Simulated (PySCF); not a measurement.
F2Sn, quintet, at a GFN2-xTB geometry of the parent state (such geometries of metal compounds can be far from the true shape) (a higher spin typed on purpose: for a closed-shell molecule this is an excited state) (all electrons, no relativity) (in this run its highest filled SCF level lies above zero, so its values depend strongly on the basis, on diffuse functions most of all); CAMB3LYP/STO-3G run with PySCF.

PySCF was given this input:
```python
from pyscf import gto, scf, dft

mol = gto.M(
    atom='''
Sn    0.014498   -0.007772    0.343403
F     0.740680    1.442002   -0.954720
F    -0.821226   -1.398822   -0.953076
''',
    basis='sto-3g',
    charge=0,
    spin=4,
    verbose=3,
)

mf = dft.UKS(mol)
mf.xc = 'camb3lyp'
mf.kernel()
```

What the program printed (banner, timings and long lists left out):

```
converged SCF energy = -6161.84245291146  <S^2> = 6.0063268  2S+1 = 5.0025301
```
